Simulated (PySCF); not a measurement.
CCl$_{3}$, doublet, geometry from GFN2-xTB, with bond 2-1 at 2.0 times its length; HF/STO-3G (PySCF).

The PySCF input:
```python
from pyscf import gto, scf

mol = gto.M(
    atom='''
C    -0.004950   -0.005289    0.303986
Cl    0.004903    3.357212   -0.317231
Cl    1.451799   -0.836933   -0.026704
Cl   -1.450028   -0.837161   -0.073962
''',
    basis='sto-3g',
    charge=0,
    spin=1,
    verbose=4,
)

mf = scf.UHF(mol)
mf.init_guess = 'mod_huckel'
mf.kernel()
```

What the program printed (banner, timings and long lists left out):

```
PySCF version 2.14.0

[INPUT] verbose = 4
[INPUT] num. atoms = 4
[INPUT] num. electrons = 57
[INPUT] charge = 0
[INPUT] spin (= nelec alpha-beta = 2S) = 1
[INPUT] symmetry False subgroup None
[INPUT] Mole.unit = angstrom
[INPUT] Symbol           X                Y                Z      unit          X                Y                Z       unit  Magmom
[INPUT]  1 C     -0.004950000000  -0.005289000000   0.303986000000 AA   -0.009354144317  -0.009994761473   0.574450285702 Bohr   0.0
[INPUT]  2 Cl     0.004903000000   3.357212000000  -0.317231000000 AA    0.009265327189   6.344211222103  -0.599479708222 Bohr   0.0
[INPUT]  3 Cl     1.451799000000  -0.836933000000  -0.026704000000 AA    2.743502497917  -1.581574154611  -0.050463246430 Bohr   0.0
[INPUT]  4 Cl    -1.450028000000  -0.837161000000  -0.073962000000 AA   -2.740155792951  -1.582005012167  -0.139767923625 Bohr   0.0

nuclear repulsion = 200.413064850627
number of shells = 18
number of NR pGTOs = 96
number of NR cGTOs = 32
basis = sto-3g
ecp = {}

******** <class 'pyscf.scf.uhf.UHF'> ********
method = UHF
initial guess = mod_huckel
damping factor = 0
level_shift factor = 0
DIIS = <class 'pyscf.scf.diis.CDIIS'>
diis_start_cycle = 1
diis_space = 8
diis_damp = 0
SCF conv_tol = 1e-09
SCF conv_tol_grad = None
SCF max_cycles = 50
direct_scf = True
direct_scf_tol = 1e-13
number electrons alpha = 29  beta = 28
Set gradient conv threshold to 3.16228e-05
Initial guess from on-the-fly Huckel, doi:10.1021/acs.jctc.8b01089,
employing the updated GWH rule from doi:10.1021/ja00480a005.
Spherically averaged atomic HF for {'C', 'Cl'}

******** <class 'pyscf.scf.atom_hf.AtomSphAverageRHF'> ********
method = AtomSphAverageRHF
initial guess = minao
damping factor = 0
level_shift factor = 0
DIIS = <class 'pyscf.scf.diis.CDIIS'>
diis_start_cycle = 1
diis_space = 8
diis_damp = 0
SCF conv_tol = 1e-09
SCF conv_tol_grad = None
SCF max_cycles = 50
direct_scf = True
direct_scf_tol = 1e-13
atom = C
Set gradient conv threshold to 3.16228e-05
Initial guess from minao.
init E= -36.7517431777338
cycle= 1 E= -36.7619269638614  delta_E= -0.0102  |g|=    0  |ddm|= 0.0245
cycle= 2 E= -36.7619269638615  delta_E= -2.13e-14  |g|=    0  |ddm|= 1.91e-15
Extra cycle  E= -36.7619269638615  delta_E=    0  |g|=    0  |ddm|=    0
Atomic HF for atom  C  converged. SCF energy = -36.7619269638615

******** <class 'pyscf.scf.atom_hf.AtomSphAverageRHF'> ********
method = AtomSphAverageRHF
initial guess = minao
damping factor = 0
level_shift factor = 0
DIIS = <class 'pyscf.scf.diis.CDIIS'>
diis_start_cycle = 1
diis_space = 8
diis_damp = 0
SCF conv_tol = 1e-09
SCF conv_tol_grad = None
SCF max_cycles = 50
direct_scf = True
direct_scf_tol = 1e-13
atom = Cl
Set gradient conv threshold to 3.16228e-05
Initial guess from minao.
init E= -453.935536967886
cycle= 1 E= -454.330516972554  delta_E= -0.395  |g|=    0  |ddm|= 0.0894
cycle= 2 E= -454.33052218714  delta_E= -5.21e-06  |g|=    0  |ddm|= 0.000733
cycle= 3 E= -454.330522187455  delta_E= -3.15e-10  |g|=    0  |ddm|= 5.74e-06
Extra cycle  E= -454.330522187455  delta_E= 1.71e-13  |g|=    0  |ddm|= 1.05e-10
Atomic HF for atom  Cl  converged. SCF energy = -454.330522187455

init E= -1398.72864393585
cycle= 1 E= -1390.52602550636  delta_E=  8.2  |g|= 0.741  |ddm|= 4.32
cycle= 2 E= -1399.69734365628  delta_E= -9.17  |g|= 0.871  |ddm|= 5.06
cycle= 3 E= -1400.35029634768  delta_E= -0.653  |g|= 0.624  |ddm|= 0.961
cycle= 4 E= -1400.67202712837  delta_E= -0.322  |g|= 0.286  |ddm|= 0.783
cycle= 5 E= -1400.77730179757  delta_E= -0.105  |g|= 0.0702  |ddm|= 0.771
cycle= 6 E= -1400.82361022972  delta_E= -0.0463  |g|= 0.0851  |ddm|= 0.69
cycle= 7 E= -1400.85874613259  delta_E= -0.0351  |g|= 0.115  |ddm|= 0.451
cycle= 8 E= -1400.80501365532  delta_E= 0.0537  |g|= 0.139  |ddm|= 0.695
cycle= 9 E= -1400.77377050174  delta_E= 0.0312  |g|= 0.212  |ddm|= 0.303
cycle= 10 E= -1400.8281237577  delta_E= -0.0544  |g|= 0.091  |ddm|= 0.523
cycle= 11 E= -1400.82117746547  delta_E= 0.00695  |g|= 0.0878  |ddm|= 0.461
cycle= 12 E= -1400.83283587002  delta_E= -0.0117  |g|= 0.0469  |ddm|= 0.456
cycle= 13 E= -1400.83060627811  delta_E= 0.00223  |g|= 0.0568  |ddm|= 0.193
cycle= 14 E= -1400.829037721  delta_E= 0.00157  |g|= 0.0294  |ddm|= 0.16
cycle= 15 E= -1400.82847515709  delta_E= 0.000563  |g|= 0.0126  |ddm|= 0.108
cycle= 16 E= -1400.82832310168  delta_E= 0.000152  |g|= 0.00273  |ddm|= 0.0647
cycle= 17 E= -1400.82834904216  delta_E= -2.59e-05  |g|= 0.00238  |ddm|= 0.0106
cycle= 18 E= -1400.82826904211  delta_E= 8e-05  |g|= 0.00192  |ddm|= 0.0348
cycle= 19 E= -1400.82816466981  delta_E= 0.000104  |g|= 0.00138  |ddm|= 0.0703
cycle= 20 E= -1400.82815066782  delta_E= 1.4e-05  |g|= 0.000818  |ddm|= 0.0469
cycle= 21 E= -1400.8281591777  delta_E= -8.51e-06  |g|= 0.000658  |ddm|= 0.0135
cycle= 22 E= -1400.82816488492  delta_E= -5.71e-06  |g|= 0.000545  |ddm|= 0.0158
cycle= 23 E= -1400.82816786203  delta_E= -2.98e-06  |g|= 0.000388  |ddm|= 0.00886
cycle= 24 E= -1400.82817039781  delta_E= -2.54e-06  |g|= 0.000262  |ddm|= 0.0129
cycle= 25 E= -1400.82817061787  delta_E= -2.2e-07  |g|= 0.00018  |ddm|= 0.00635
cycle= 26 E= -1400.82817073297  delta_E= -1.15e-07  |g|= 0.000111  |ddm|= 0.00228
cycle= 27 E= -1400.82817074284  delta_E= -9.87e-09  |g|= 2.57e-05  |ddm|= 0.000826
cycle= 28 E= -1400.82817074818  delta_E= -5.34e-09  |g|= 1.69e-05  |ddm|= 0.000463
cycle= 29 E= -1400.82817074814  delta_E= 4.18e-11  |g|= 6.7e-06  |ddm|= 0.000433
Extra cycle  E= -1400.82817074845  delta_E= -3.11e-10  |g|= 1.02e-05  |ddm|= 4.02e-05
converged SCF energy = -1400.82817074845  <S^2> = 0.81769917  2S+1 = 2.0665906
```
